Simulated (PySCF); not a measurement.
PySCF input for Ge(H)2(OH)2 (GeH4O2), SMILES [OH][GeH2][OH], PBE0/pcSseg-1. The structure is a stationary point at PBE0-D3(BJ)/def2-TZVP. Other conformers were not sampled.

```python
import numpy as np
from pyscf import gto, scf, dft
from pyscf.prop.nmr import rks as nmr

mol = gto.M(
    atom='''
    Ge   -0.00000000    0.00000000    0.34292071
    O    -1.45026513   -0.08797613   -0.67725853
    O     1.45026513    0.08797613   -0.67725853
    H    -0.04738036   -1.29829639    1.15673021
    H     0.04738036    1.29829638    1.15673021
    H    -1.56387386    0.69201451   -1.22539331
    H     1.56387387   -0.69201452   -1.22539331
    ''',
    basis='pcSseg-1',
    charge=0,
    spin=0,
    max_memory=1600,
    verbose=3,
)
mf = dft.RKS(mol, xc='pbe0')
mf.grids.level = 3
mf.conv_tol = 1e-10
mf.max_cycle = 100
mf.kernel()
n = nmr.NMR(mf)
n.verbose = 2
n.max_cycle_cphf = 60
sigma = n.kernel()
print('atom   isotropic/ppm   span/ppm')
for i, s in enumerate(sigma):
    w = np.linalg.eigvalsh((s + s.T) / 2)
    print(f'{mol.atom_symbol(i):2s}{i + 1:3d} {w.mean():14.3f} {w[2] - w[0]:11.3f}')
```

It prints:

```
converged SCF energy = -2229.2365811627
atom   isotropic/ppm   span/ppm
Ge  1       1316.677     141.625
O   2        284.018      88.666
O   3        284.018      88.666
H   4         25.917      17.559
H   5         25.917      17.559
H   6         30.246      20.852
H   7         30.246      20.852
```

The calculation finished and met its thresholds.

Cost: about 8 core-seconds (a rough figure).
